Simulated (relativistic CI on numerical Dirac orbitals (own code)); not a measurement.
# Sensitivity of the levels of W VIII to α and to the nuclear radius

Method of calculation: Dirac-Coulomb-Breit CI, orbitals from a KLI potential per configuration, derivatives by finite differences, unscaled Slater integrals, QED left out (own radial code, finite nucleus).

CI space (outside the closed core [Kr] 4d10): 4f¹³5s²5p⁶, 4f¹⁴5s²5p⁵, 4f¹³5s²5p⁵5d, 4f¹⁴5s5p⁶, 4f¹⁴5s²5p⁴5d, 4f¹⁴5s²5p⁴6s, 4f¹²5s²5p⁶5d, 4f¹³5s5p⁶5d. Levels of other configurations are missing.

With x = (α/α₀)² − 1 an excitation energy changes as ω = ω₀ + qx; K = 2q/ω₀ is the relative enhancement. Terms are leading LS components, so labels can repeat. The field-shift factor is F = δν/δ⟨r²⟩ for the transition from the lowest level.

Lowest level 4f¹³5s²5p⁶ ²F°7/2.

```tsv
Level	ω₀ (cm⁻¹)	q (cm⁻¹)	K	F (GHz/fm²)
4f¹⁴5s²5p⁵ ²P°3/2	12295	85470	13.9	-22.2
4f¹³5s²5p⁶ ²F°5/2	17215	15680	1.82	0.885
4f¹⁴5s²5p⁵ ²P°1/2	100888	197400	3.91	-38.5
4f¹⁴5s5p⁶ ²S1/2	318408	178900	1.12	-185
4f¹³5s²5p⁵5d ⁴D7/2	326125	7653	0.0469	8.26
4f¹³5s²5p⁵5d ²G7/2	331994	16910	0.102	6.66
4f¹⁴5s²5p⁴5d ⁴D3/2	332852	68890	0.414	-7.17
4f¹⁴5s²5p⁴5d ⁴D5/2	333019	43940	0.264	-0.389
4f¹³5s²5p⁵5d ⁴G9/2	334294	10290	0.0616	8.2
4f¹³5s²5p⁵5d ⁴P5/2	335353	40770	0.243	1.23
4f¹³5s²5p⁵5d ²G7/2	335458	47020	0.28	-0.646
4f¹⁴5s²5p⁴5d ²P1/2	336576	74090	0.44	-7.79
4f¹³5s²5p⁵5d ²D5/2	340032	22290	0.131	5.41
4f¹³5s²5p⁵5d ⁴F9/2	341138	37590	0.22	2.8
4f¹³5s²5p⁵5d ⁴H11/2	342054	8934	0.0522	8.83
4f¹³5s²5p⁵5d ²P3/2	342560	30470	0.178	3.52
4f¹³5s²5p⁵5d ⁴I13/2	344693	9548	0.0554	9.05
4f¹³5s²5p⁵5d ⁴I15/2	345967	15680	0.0907	9.59
4f¹³5s²5p⁵5d ⁴G5/2	346130	23230	0.134	8.97
4f¹³5s²5p⁵5d ⁴F9/2	346684	1631	0.00941	10.7
4f¹³5s²5p⁵5d ⁴D7/2	346792	45880	0.265	0.827
4f¹³5s²5p⁵5d ²H9/2	348492	18330	0.105	7.8
4f¹³5s²5p⁵5d ⁴D3/2	348575	21340	0.122	8.39
```

At this charge configurations can still be misplaced by up to about 7 % of their energy. Levels and lines within the n = 5 or 6 shells can be off by up to 10 % or somewhat more, and those that change n by about 2 %, since core polarisation is missing. Levels that differ in their count of f electrons can be misplaced by several ten thousand cm⁻¹, since the correlation energy of f electrons is missing or only estimated; rates across such gaps can be off by orders of magnitude.
